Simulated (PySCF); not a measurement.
# Input and output of a scripted DFT run

The script drives PySCF SCF with an in-house response code with single-precision fitted integrals, so total energies wander by about 1e-6 Eh between cycles (the fitting error itself is about 1e-3 Eh and cancels in differences); atoms count from 0. Kgrid is the grid level of the response kernel; vcut the energy (Eh) above which virtual orbitals leave the response; delta the states run by ΔSCF (the anion only where the lumo is low enough to bind); pop asks for populations, which are stored and not printed; grid is the SCF grid level (2 if not given).

The basis has no diffuse functions, so the polarisability comes out too low. Without diffuse functions Rydberg states are missing, so unbound LUMOs, wide gaps and states within about 2 eV of the ionisation energy come out too high, and electron affinities are rough.

Job and coordinates (Å):

```
{"job": {"kind": "uv", "basis": "def2-SVP", "grid": 1, "kgrid": 0, "vcut": 1.5, "nstates": 6, "ntriplets": 2, "tda": true, "delta": [], "pop": true, "xc": "PBE0"}, "charge": 0, "multiplicity": 1}
C     -3.939981     1.013804     1.085933
Si    -2.779287     0.036933    -0.057238
C     -3.806913    -1.035673    -1.236390
S     -1.603820     1.279434    -1.395417
Si    -0.600350     2.842539    -0.268762
C     -0.238835     4.146675    -1.601687
C     -1.632811     3.586655     1.135572
S      1.202849     2.213569     0.752551
Si     2.476320     1.151865    -0.652922
C      4.202480     1.278090     0.125883
C      2.417868     1.871064    -2.405569
S      1.839589    -0.896951    -0.880045
Si     2.236248    -1.889330     1.022870
C      3.995239    -2.598418     0.940383
C      1.907689    -0.791018     2.532624
S      0.925644    -3.616201     1.106422
Si    -0.962876    -2.946442     0.282605
C     -2.224146    -4.242246     0.858164
C     -0.848478    -2.804996    -1.608353
S     -1.477816    -1.068101     1.269102
H     -4.365908     1.874848     0.580546
H     -3.430631     1.356311     1.979909
H     -4.760083     0.376417     1.402156
H     -4.171213    -1.927181    -0.736375
H     -3.237639    -1.337272    -2.107827
H     -4.666800    -0.474059    -1.586937
H      0.041760     3.691115    -2.545107
H     -1.124719     4.747348    -1.781294
H      0.558418     4.813988    -1.290823
H     -1.668361     2.927474     1.996427
H     -2.648143     3.798774     0.818210
H     -1.181997     4.519362     1.458614
H      4.541144     2.308653     0.134031
H      4.203456     0.926788     1.152626
H      4.923219     0.691401    -0.434122
H      2.580120     2.944240    -2.399624
H      1.459512     1.668822    -2.874360
H      3.188315     1.418546    -3.021608
H      4.127456    -3.191220     0.040265
H      4.186352    -3.243227     1.791046
H      4.742022    -1.811200     0.936738
H      2.028509    -1.366705     3.445547
H      0.890799    -0.408507     2.515453
H      2.576645     0.062473     2.575589
H     -1.941647    -5.228276     0.506568
H     -3.219129    -4.021276     0.485105
H     -2.272575    -4.278577     1.941885
H      0.026807    -3.337779    -1.967024
H     -1.722369    -3.236370    -2.087070
H     -0.748651    -1.772699    -1.930139
```

Command:

```bash
OMP_NUM_THREADS=2 python large_run.py task.json out
```

Task: What does the program print?

Result: 
```
start: PBE on a coarse grid of 43181 points
cycle   1  E = -3833.4347488637  dE =  1.133e+00  |g| = 1.289e+00  |ddm| = 7.336e+00
cycle   2  E = -3832.9265503905  dE =  5.082e-01  |g| = 1.842e+00  |ddm| = 3.509e+00
cycle   3  E = -3833.8835473226  dE = -9.570e-01  |g| = 1.744e-01  |ddm| = 2.119e+00
cycle   4  E = -3833.8925684068  dE = -9.021e-03  |g| = 5.865e-02  |ddm| = 4.252e-01
cycle   5  E = -3833.8935473126  dE = -9.789e-04  |g| = 2.009e-02  |ddm| = 1.251e-01
cycle   6  E = -3833.8936734713  dE = -1.262e-04  |g| = 3.477e-03  |ddm| = 4.026e-02
final grid: 173275 points
cycle   7  E = -3834.8606490859  dE = -1.147e-02  |g| = 5.410e-02  |ddm| = 4.472e-01
cycle   8  E = -3834.8603620475  dE =  2.870e-04  |g| = 6.221e-02  |ddm| = 1.514e-01
cycle   9  E = -3834.8615052642  dE = -1.143e-03  |g| = 3.853e-03  |ddm| = 8.759e-02
cycle  10  E = -3834.8615049945  dE =  2.698e-07  |g| = 2.037e-03  |ddm| = 1.015e-02
cycle  11  E = -3834.8615088944  dE = -3.900e-06  |g| = 4.065e-04  |ddm| = 4.006e-03
cycle  12  E = -3834.8615076872  dE =  1.207e-06  |g| = 1.606e-04  |ddm| = 9.489e-04
cycle  13  E = -3834.8615049775  dE =  2.710e-06  |g| = 3.865e-05  |ddm| = 2.988e-04
converged SCF energy = -3834.8615049775

Static polarisability (au): isotropic 304.948, principal 247.282 332.305 335.257

Singlet excitations
state   eV       nm        f      main configurations
  1   5.8293    212.7   0.01243   H->L 0.81
  2   5.9889    207.0   0.01630   H->L+1 0.51, H-2->L 0.27
  3   6.0430    205.2   0.01580   H-1->L 0.61
  4   6.1034    203.1   0.00773   H-2->L 0.40, H->L+1 0.15, H-3->L 0.12
  5   6.1571    201.4   0.00999   H-1->L+1 0.53, H->L+3 0.17
  6   6.1865    200.4   0.00118   H-2->L+1 0.38, H-3->L 0.29

Triplet excitations (Tamm-Dancoff, eV): 5.4620 5.6142
```

Task: Roughly how long does this take on 2 threads of Arm Neoverse V1 (shared host), and how large is the basis?

Result: About 78 s of wall time, peak memory 1.7 GiB; 470 basis functions and 2100 fitting functions.
